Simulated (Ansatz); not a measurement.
Computed with Ansatz on PBE0-D4/def2-TZVP structures; ΔE is electronic, products minus reactants. CCSD(T)/CBS adds triple-zeta CCSD(T) − MP2 to the extrapolated MP2 energy (def2 sets, frozen cores). This one scheme is used for every species. Functionals use def2-TZVPP. B3LYP here is the variant with VWN-RPA as its local correlation; programs differ in this. Each species was taken in one conformer, which may not be the lowest.

Reaction (ligand exchange at the Si–F bond): `F[SiH2]N[SiH2]Cl` + NH₃ → `N[SiH2]N[SiH2]Cl` + H–F

CCSD(T)/CBS gives +85.8 kJ/mol.

Task: Another level gave +100.4 kJ/mol. Which?
A. B3LYP/def2-TZVPP
B. MP2/def2-TZVPP
C. HF/def2-TZVPP
D. r2SCAN-D4/def2-TZVPP

Result: C. HF/def2-TZVPP 100.4, r2SCAN-D4 90.4, MP2/def2-TZVPP 84.9, B3LYP 95.7 kJ/mol.

Largest T1 diagnostic among the species: 0.011.

The D4 term adds −6.8 kJ/mol with B3LYP and −3.8 kJ/mol with PBE0; it sums over pairs of atoms, weighted by their polarisabilities, and B3LYP, whose exchange is more repulsive, gets the larger term. In def2-TZVPP, CCSD(T) changes the Hartree–Fock value by −13.2 kJ/mol (the triples alone add −1.6 kJ/mol) and MP2 by −15.5 kJ/mol.
